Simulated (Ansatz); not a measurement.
Calculated with Ansatz (gas phase, PBE0-D4/def2-TZVP geometries, no zero-point term in ΔE). CBS: MP2 limit from def2 TZ/QZ plus the TZ coupled-cluster correction, frozen cores. This one scheme is used for every species. DFT in def2-TZVPP. For As outer-core shells are correlated without core-valence functions, which leaves a few kJ/mol of doubt a bond. Scalar relativity is left out up to krypton. Each species was taken in one conformer, which may not be the lowest.

Reaction (formal exchange of groups at a C–Si bond): `O[SiH2]C[AsH2]` + CH₃OH → `OCC[AsH2]` + silanol

`O[SiH2]C[AsH2]`:

Cartesian coordinates in Å:
```
O -1.317 2.026 0.129
Si -0.861 0.446 -0.025
C 0.979 0.177 0.042
As 1.459 -1.720 -0.271
H -1.273 2.422 0.999
H -1.367 0.023 -1.353
H -1.480 -0.380 1.050
H 1.501 0.766 -0.716
H 1.400 0.449 1.014
H 0.580 -1.901 -1.504
H 0.380 -2.307 0.635
```

CH₃OH:

Z-matrix (Å, degrees):
```
C
O 1 1.409
H 1 1.097 2 112.4
H 1 1.090 2 107.0 3 -118.5
H 1 1.097 2 112.4 3 123.0
H 2 0.959 1 108.5 3 -61.6
```

`OCC[AsH2]`:

Z-matrix (Å, degrees):
```
C
C 1 1.509
O 1 1.412 2 108.8
H 1 1.099 2 109.7 3 -121.8
H 1 1.101 2 109.1 3 120.4
As 2 1.979 1 116.6 3 64.9
H 2 1.093 1 109.9 3 -56.7
H 2 1.093 1 109.7 3 -174.3
H 3 0.959 1 108.7 2 -176.2
H 6 1.526 2 95.0 1 51.1
H 6 1.519 2 95.8 1 -41.6
```

`O[SiH3]`:

```xyz
6

O     0.311    0.492   -1.142
Si    0.036   -0.047    0.391
H    -0.249    0.155   -1.842
H    -1.338    0.291    0.855
H     1.037    0.632    1.245
H     0.203   -1.523    0.492
```

```
             level  ΔE (eV)
            PBE-D4     0.48
            B2PLYP     0.44
            r2SCAN     0.47
              PBE0     0.46
    MP2/def2-TZVPP     0.45
SCS-MP2/def2-TZVPP     0.42
     HF/def2-QZVPP     0.38
    MP2/def2-QZVPP     0.47
```

(1) What does CCSD(T)/CBS give? (An estimate is asked.)

Largest T1 diagnostic among the species: 0.011.

Answers

(1) The calculation gave: +0.46 eV. The listed levels differ from it by 0.02, -0.02, 0.01, 0.00, -0.01, -0.04, -0.08, 0.01 eV.

In def2-TZVPP, CCSD(T) changes the Hartree–Fock value by +0.06 eV (the triples alone add +0.01 eV) and MP2 by +0.08 eV.
